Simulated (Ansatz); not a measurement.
Gas-phase electronic energies from Ansatz, PBE0-D4/def2-TZVP geometries. CCSD(T)/CBS is the MP2 limit (def2-TZVPP, def2-QZVPP) plus CCSD(T) − MP2 in def2-TZVPP, frozen cores. This one scheme is used for every species. Functionals use def2-TZVPP. For Se, Ti outer-core shells are correlated without core-valence functions, which leaves a few kJ/mol of doubt a bond. Scalar relativity is left out up to krypton. One conformer a species, not always the lowest.

`[OH][Ti]([F])([F])[F]` + `C[SeH]` → `C[Se][Ti]([OH])([F])[F]` + H–F  (ligand exchange at a Ti–F bond)

`[OH][Ti]([F])([F])[F]`:

Z-matrix (Å, degrees):
```
Ti
F 1 1.749
F 1 1.750 2 110.1
O 1 1.762 2 109.1 3 120.6
F 1 1.750 2 110.1 3 -118.8
H 4 0.957 1 142.9 2 179.3
```

`C[SeH]`:

```xyz
6

C     0.191    0.167    0.483
Se   -0.150    0.317   -1.429
H    -0.744    0.108    1.035
H     0.719    1.077    0.766
H     0.821   -0.694    0.693
H    -0.838   -0.974   -1.548
```

`C[Se][Ti]([OH])([F])[F]`:

```xyz
10

C    -0.220    0.090   -1.967
Se   -1.210   -0.772   -0.502
Ti    0.229    0.136    1.191
O    -0.401   -0.492    2.714
F     1.867   -0.390    0.829
F     0.163    1.892    1.096
H     0.805   -0.275   -1.993
H    -0.242    1.172   -1.850
H    -0.730   -0.186   -2.888
H    -0.260   -1.174    3.370
```

H–F:

Z-matrix (Å, degrees):
```
F
H 1 0.920
```

```
         level  ΔE (kJ/mol)
       ωB97X-V         83.6
        B2PLYP         68.6
           PBE         71.1
MP2/def2-TZVPP         52.1
```

Question: What does CCSD(T)/CBS give? (An estimate is asked.)

Answer: Computed: +54.5 kJ/mol. The listed levels differ from it by 29.1, 14.1, 16.6, -2.4 kJ/mol.

Largest T1 diagnostic among the species: 0.023, so the coupled-cluster value is less sure than usual.

The D4 term adds −11.8 kJ/mol with B3LYP and −6.7 kJ/mol with PBE0; it sums over pairs of atoms, weighted by their polarisabilities, and B3LYP, whose exchange is more repulsive, gets the larger term. In def2-TZVPP, CCSD(T) changes the Hartree–Fock value by −35.8 kJ/mol (the triples alone add −10.6 kJ/mol) and MP2 by −47.1 kJ/mol.

B3LYP here is the variant with VWN-RPA as its local correlation; programs differ in this.
